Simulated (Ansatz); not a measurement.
`[GeH3][Te][GeH3]` + `C[SiH2]O` → `C[SiH2][O][GeH3]` + `[GeH3][TeH]` at 600 K and 1 bar (ligand exchange at a Ge–Te bond).

Gas-phase electronic energies from Ansatz, PBE0-D4/def2-TZVP geometries. CBS: MP2 limit from def2 TZ/QZ plus the TZ coupled-cluster correction, frozen cores. This one scheme is used for every species. Elements past krypton have def2 core potentials. For Ge, Te outer-core shells are correlated without core-valence functions, which leaves a few kJ/mol of doubt a bond. Scalar relativity is left out up to krypton. One conformer a species, not always the lowest.

```
           species  CCSD(T)/CBS energy (Eh)  H − E (kJ/mol)  S (J/(mol·K))
`[GeH3][Te][GeH3]`              -4423.58669           185.5          474.6
        `C[SiH2]O`               -405.96945           226.2          370.0
`C[SiH2][O][GeH3]`              -2483.29571           283.3          484.4
     `[GeH3][TeH]`              -2346.24724           119.1          369.0
```

H − E and S are ideal-gas, rigid-rotor, harmonic terms from PBE0-D4/def2-TZVP, for one conformer and one mirror image of each species. 1 Eh = 2625.50 kJ/mol, R = 8.31446 J/(mol·K).

Q: By hand: ΔE, ΔH, ΔS and ΔG.

A: ΔE = (-2483.29571) + (-2346.24724) − (-4423.58669) − (-405.96945) = 0.01319 Eh = 34.6 kJ/mol. Δ(H − E) = 283.3 + 119.1 − 185.5 − 226.2 = -9.3, so ΔH = 25.3 kJ/mol. ΔS = 484.4 + 369.0 − 474.6 − 370.0 = 8.8 J/(mol·K). ΔG = 25.3 − 600 × (8.8)/1000 = 20.0 kJ/mol.

Q: By hand: the equilibrium constant, and the temperature at which ΔG would vanish if ΔH and ΔS stayed fixed.

A: log₁₀ K = −ΔG/(RT ln 10) = -1.7. ΔG = 0 at ΔH/ΔS = 2875 K, far beyond where these terms or the molecules hold.

The number of gas molecules stays the same, so ΔS is small and ΔH decides. A doubt of 5 kJ/mol in ΔE shifts log₁₀ K by 0.4 here. Other conformers and mirror images would add mixing entropy, several J/(mol·K) or more a flexible species. Modes under 60 cm⁻¹, often nearly free rotors, make the harmonic entropy too high. These are equilibria of isolated gas molecules and say nothing of rates. Largest T1 diagnostic: 0.011 (customary marks: 0.02 for closed shells, 0.045 for open ones).
